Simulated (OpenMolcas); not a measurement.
# Os I: from CASSCF to CASPT2

```json
{
 "Program": "OpenMolcas 26.06",
 "Basis": "ANO-R2 [8s6p5d3f1g]",
 "Scalar Hamiltonian": "X2C, finite nucleus",
 "Active space": "8 electrons in 6 orbitals (5d 6s)",
 "State averaging": "2S+1 = 5 even, 15 roots; 2S+1 = 3 even, 80 roots kept (CI in the orbitals of an earlier block); 2S+1 = 1 even, 58 roots kept (CI in the orbitals of an earlier block)",
 "Spin-orbit coupling": "state interaction with AMFI integrals over the reference wave functions, term energies averaged over their components"
}
```

Methods on the same reference wave functions:
A. CASSCF
B. SS-CASPT2, IPEA 0.25 Eh, imaginary shift 0.1 Eh (closed shells correlated: 5s 5p)
C. MS-CASPT2, IPEA 0.25 Eh, imaginary shift 0.1 Eh (closed shells correlated: 5s 5p)

Energies in eV above 5d6 6s2 5D4, the measured ground level; measured values from NIST Handbook of Basic Atomic Spectroscopic Data.

```
             Level       A       B       C  Measured
       5d6 6s2 5D4  0.0000  0.0000  0.0000    0.0000
        5d7 6s 5F5  0.1647   0.892   0.893    0.6378
5d6 6s2 5D2 [50 %]  0.3876   0.444   0.445          
       5d6 6s2 5D3  0.4870   0.471   0.472    0.5157
 5d7 6s 5F4 [61 %]  0.6723   1.336   1.340    1.0840
       5d6 6s2 5D1  0.7238   0.731   0.731    0.7149
       5d6 6s2 5D0  0.8031   0.796   0.797    0.7554
        5d7 6s 5F3  1.0450   1.755   1.756    1.4107
 5d7 6s 5F1 [51 %]  1.3357   1.897   1.895          
5d6 6s2 3F3 [68 %]  1.8402   2.058   2.059          
       5d6 6s2 3H6  1.9485   2.015   2.016          
        5d7 6s 5P3  1.9981   2.344   2.344          
5d6 6s2 3H5 [56 %]  2.2459   2.092   2.092          
5d6 6s2 3P0 [51 %]  2.4003   2.423   2.424          
 5d7 6s 3G4 [57 %]  2.4239   2.669   2.668          
     5d7 6s 3P0(1)  2.7913   2.864   2.865          
5d6 6s2 3G5 [71 %]  3.2755   3.330   3.332          
5d6 6s2 1I6 [59 %]  3.5231   3.270   3.271
```

Deviations, from unrounded energies. A percentage is the sum of absolute deviations over the sum of measured energies, with the sign that they share, or ± where signs differ.

```
                  Against measurement  Levels      A      B      C
       mean absolute deviation (cm-1)       6   1800   1300   1300
fine structure of the ground term (%)       3   ±4.3   ±5.1   ±5.1
             other configurations (%)       3  -39.9  +27.2  +27.3
```

B, C lie about equally close to measurement and A furthest from it. The largest miss of B in the table is 5d7 6s 5F3, by +2800 cm-1. The ranking rests on the paired levels alone, and a cruder setting can come out closer through cancelling errors.

Between B and C the level of the table that moves most is 5d7 6s 5F4 [61 %], by 34 cm-1 (lowest in B, highest in C). Moves below CASPT2's spread within the term are not significant.

The two smallest mean deviations differ by little beside CASPT2's spread within terms, so their order carries little weight.

From A to B the spin-free energies of the other terms of 5d6 6s2 shown, above 5D, scale by factors of 0.98 to 1.22.

The lowest spin-free term lies below A's lowest term by 0.483 hartree in B, 0.483 hartree in C.

CASPT2 breaks the degeneracy within a term, and the mean is taken; among the terms shown or strongly mixed into the levels shown the widest spread is 1400 cm-1 (5d6 6s2 1I, C). Terms from blocks run as CI alone lack orbitals of their own. Configurations are named by rounded mean occupations; where the s occupation lies near a half they are strongly mixed, a name can repeat and a true partner stay unpaired. A single d shell beside an s shell can misplace configurations of different d count against each other. The CASPT2 spread within a term exceeds the gap to the next term for 5d7 6s 3F(1) and 5d6 6s2 1I, so the order of their levels is uncertain (figures for B; the like holds for C). Without dynamic correlation excited terms often stand tens of per cent too high (terms of higher spin than the ground term too low), and those without a measured partner can miss by more than the paired ones (holds for A). Blocks of more than 70 roots (2S+1 = 3 even) ran without multistate coupling (holds for C). Measured partners are found by configuration, term and J. A level has none where our copy of the source lacks it or the pairing is in doubt (some pairs that miss far off the trend of their configuration count as doubtful), and it then counts in no deviation. Levels of configurations outside the active space are missing. The table leaves out levels that lie high or whose names do not pair safely across all columns.

A share in square brackets marks a mixed level and gives the weight of the term that names it, the lowest over the columns. A number in round brackets counts repeated terms of one configuration in the order of the reference energies.
